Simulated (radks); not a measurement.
The numbers below are computed, except where a source is named.
Problem. Spherical quantum dot in the effective-mass picture: electrons in a parabolic well V = omega^2 r^2 / 2 with omega = 0.0579, all in effective atomic units (hartree* = m*/eps^2 hartree, bohr* = eps/m* bohr), one dielectric constant everywhere. Level of theory: non-relativistic Kohn-Sham, LDA (Slater exchange, Perdew-Wang correlation), spin-polarised, spherical densities (a radial shooting solver with Libxc functionals). Levels are named by radial order and angular momentum (1s, 1p, 1d, 2s, ...), and open shells are averaged over m. At N = 16 the configuration is 1s2 1p6 1d(up 5, down 3). Does electron 17 go into 2s down or 2s up or 1d down?

Solution. Into 1d down. The total energies of the other choices lie higher by 0.00597 hartree* (2s up), 0.00723 hartree* (2s down).
